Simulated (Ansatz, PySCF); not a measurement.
Reaction (SMILES): COC(C)C → [CH2]C(C)OC + H atom (the C-H bond at the site shown breaks; other sites are not compared here)
Each molecule is optimised on its own at B3LYP-D3(BJ)/def2-TZVP (Ansatz, a first-principles code), one conformer each, not searched for the lowest.
Geometry of the first species:
```xyz
15

C     -0.1469     1.5674     0.1858
C     -0.4585     0.0755     0.2483
C     -1.7711    -0.2620    -0.4354
O      0.5451    -0.7063    -0.3968
C      1.7693    -0.7879     0.2970
H      0.7860     1.8099     0.6955
H     -0.9432     2.1408     0.6641
H     -0.0656     1.8890    -0.8545
H     -0.5108    -0.2339     1.3034
H     -1.7280     0.0185    -1.4896
H     -1.9690    -1.3321    -0.3733
H     -2.5977     0.2754     0.0320
H      2.3021     0.1694     0.3228
H      2.3875    -1.5139    -0.2296
H      1.6207    -1.1310     1.3296
```
Charge 0, spin multiplicity 1.

Wanted: bond dissociation energy (enthalpy at 298 K, with B3LYP-D3(BJ) rigid-rotor harmonic-oscillator terms from PySCF), in eV. Correlated levels leave the core frozen unless marked. UHF or UKS for open shells. No spin-orbit coupling. No relativistic terms. CBS marks a two-point X^-3 extrapolation of the correlation energy; Hartree-Fock from the larger set.

```json
[
 {"level": "HF/6-31G*", "program": "Ansatz", "bond dissociation energy (eV)": "3.31"},
 {"level": "HF/cc-pVDZ", "program": "Ansatz", "bond dissociation energy (eV)": "3.27"},
 {"level": "HF/cc-pVQZ", "program": "Ansatz", "bond dissociation energy (eV)": "3.28"},
 {"level": "SVWN5/def2-TZVPD", "program": "Ansatz", "bond dissociation energy (eV)": "4.78"}
]
```

Task: What does CCSD(T)/CBS(cc-pVTZ,cc-pVQZ) (Ansatz) give?

Result: 4.43 eV, so SVWN5/def2-TZVPD differs from it by 0.35 eV.
